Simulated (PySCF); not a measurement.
## How methods differ on the ionisation energy of Co

Co [Ar] 3d7 4s2 (4F) → Co⁺ [Ar] 3d8 (3F), as a difference of total energies. Computed with PySCF 2.14 in x2c-QZVPPall (11s7p5d4f2g, 103 functions), with scalar relativity by spin-free X2C-1e. Correlated levels: valence: [Ar] frozen; valence and next inner shell: [Ne] frozen. The calculations carry no spin-orbit coupling.

| method | ionisation energy (eV) | error (eV) |
| --- | --- | --- |
| UHF | 8.297 | +0.428 |
| LDA | 7.883 | +0.014 |
| PBE | 7.768 | -0.101 |
| PBE0 | 7.860 | -0.009 |
| r2SCAN | 7.880 | +0.011 |
| MN15 | 7.173 | -0.696 |
| r2SCANh | 7.928 | +0.059 |
| TPSS | 7.685 | -0.184 |
| r2SCAN0 | 8.004 | +0.135 |
| MP2 (valence) | 7.418 | -0.451 |
| SCS-MP2 (valence) | 7.439 | -0.430 |
| MP2 (valence and next inner shell) | 7.092 | -0.777 |
| SCS-MP2 (valence and next inner shell) | 7.228 | -0.641 |

Reference: 7.869 eV (measured; NIST levels, between the centres of gravity of the two terms).

Errors of the correlated levels include the incompleteness of this basis and the frozen core.

MP2 underrates the near-degeneracy of ns² with np² in the lower species.
